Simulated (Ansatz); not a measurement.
Ansatz (a first-principles code) job for H₂O₄W, SMILES [OH][W]([OH])(=[O])=[O], multiplicity 1, CAM-B3LYP/def2-SVPD. Geometry optimised at PBE0-D3(BJ)/def2-SVP. The geometry has at least one imaginary mode, so it is a saddle point at that level. The multiplicity is an assumed one; no other spin state was optimised. The isomer is the one that the SMILES or the coordinates give; other isomers of the formula were not compared. The def2 effective core potentials stand for the cores of W; spin–orbit coupling is left out. The values are those of a single conformer.

Ansatz 0.2 input:
```yaml
crystal:
  periodic: [false, false, false]
  atoms:
    - {symbol: W, position_ang: [-0.00000000, 0.00000000, 0.02216784]}
    - {symbol: O, position_ang: [-0.00000000, -1.35528703, 1.05494586]}
    - {symbol: O, position_ang: [-0.00000001, 1.35528702, 1.05494586]}
    - {symbol: O, position_ang: [1.54179408, -0.00000000, -1.04937613]}
    - {symbol: H, position_ang: [2.48590510, 0.00000000, -0.86476786]}
    - {symbol: O, position_ang: [-1.54179405, -0.00000001, -1.04937614]}
    - {symbol: H, position_ang: [-2.48590509, -0.00000000, -0.86476790]}
basis:
  gaussian:
    orbitals: def2-SVPD
hamiltonian:
  xc: {name: CAM-B3LYP}
```

It prints:

```
WARN ansatz: RAYON_NUM_THREADS=1 ignored (pool sized by the plan → 1); use --threads N
Functional definition: CAM-B3LYP
integrals: 0.08 GiB planned
1224 factors; their error is unknown
integrals: 0.11 GiB planned
421 factors; integrals over basis functions are off by at most 1.8e-5 eV
mean field: 0.78 GiB planned
mean field evaluation 1: about -10019.1321 eV, gradient 1.1e2 eV
mean field evaluation 2: about -9903.5322 eV, gradient 2.8e2 eV
mean field evaluation 4: about -10040.9433 eV, gradient 2.1e1 eV
mean field evaluation 8: about -10041.6539 eV, gradient 1.4e-1 eV
mean field evaluation 16: about -10041.6978 eV, gradient 1.9e-4 eV
mean field -10041.69783060 eV, -369.0255887674 hartree, gradient 3.9e-5 eV, S^2 0.000000; 0 other end points of the search recorded, 0 dependent functions left out
reference -10041.69797310 eV, -369.0255940042 hartree; 24, 24 occupied and 119, 119 virtual orbitals, 1224 factors
Total energy: -10041.69797310 eV, -369.0255940042 hartree
```

The calculation finished and met its thresholds.

Cost: very roughly 4 core-seconds.
